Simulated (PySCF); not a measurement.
**Levels of Cs⁵⁰⁺ from EOM-EA-GCCSD**

Reference: closed-shell Cs⁵¹⁺, [He] 2s2; one electron is added. Calculated with PySCF 2.14, two-component X2C-1e with screened spin-orbit coupling, an uncontracted even-tempered set (17 s from 7.4 bohr⁻², ratio 2.6; 13 p from 9.6 bohr⁻², ratio 2.6; 7 d from 9.9 bohr⁻², ratio 2.8; 4 f from 190 bohr⁻², ratio 2.8); frozen nothing; the 32 highest virtual spinors dropped; of the others 50 kept and the rest restored at second order. No Breit or QED terms. Binding energies in eV.

| level | Koopmans | second order | EOM-CCSD |
| --- | --- | --- | --- |
| 2p1/2 | 9635.8 | 9635.1 | 9631.7 |
| 2p3/2 | 9240.9 | 9241.6 | 9241.3 |

For comparison, the ionisation energy of Cs⁵⁰⁺ is 9629 ± 4 eV (theoretical estimate listed by NIST; NIST Atomic Spectra Database, ionization energies).

Only part of the computed levels is shown.
